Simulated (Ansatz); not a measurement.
The first iterations of a band of BFH5SSi (9 atoms, charge 1, multiplicity 1).

Level of theory: RKS BLYP/def2-SVP (Ansatz).

```json
{"movable images": "1", "climbing image": "no", "spring": "5.0 eV/Å²", "optimiser": "quadratic models (default)", "start path": "through a guess of the saddle point", "force threshold": "0.05 eV/Å", "iteration limit": "60", "end points": "relaxed"}
```

First end point:

```xyz
9
Properties=species:S:1:pos:R:3
F 1.153 1.364 -1.519
B -0.132 1.199 -1.417
S -0.680 -0.533 -0.748
Si 0.524 -0.915 1.240
H -0.984 1.986 -1.729
H -1.914 -0.178 -0.273
H 0.436 0.367 1.990
H 1.853 -1.241 0.661
H -0.256 -2.051 1.795
```

Last end point:

```xyz
9
Properties=species:S:1:pos:R:3
F 0.459 2.200 -0.652
B -0.421 1.392 -1.164
S 0.023 -0.488 -1.030
Si 0.592 -0.907 1.215
H -1.433 1.697 -1.733
H -1.246 -0.995 -1.109
H 1.952 -0.309 1.238
H 0.520 -2.391 1.224
H -0.446 -0.198 2.011
```

| iteration | highest image above the first end (eV) | largest band force component (eV/Å) |
| --- | --- | --- |
| 1 | 0.160 | 1.120 |
| 2 | 0.059 | 0.700 |

Q: Does the band converge within its limit, and where does its top end?

A: The run converged. It ended after 7 iterations with the highest image 0.000 eV above the first end. The dihedral B2–S3–Si4–H9 jumps by 120° between images 1 and 2, so the path isn't resolved there. The top lies less than 8 meV above the higher end, about what the thresholds resolve: that end is a shoulder or a very shallow well. No image climbed, so the highest image needn't sit at the top of the path. So few images can step over the top or miss a turn of the path. Limits of this set-up: the dipole of an ion depends on the origin.

Run time: 16 s on 1 thread of Intel(R) Xeon(R) Platinum 8488C (Sapphire Rapids), on a shared host, peak memory 0.14 GiB.
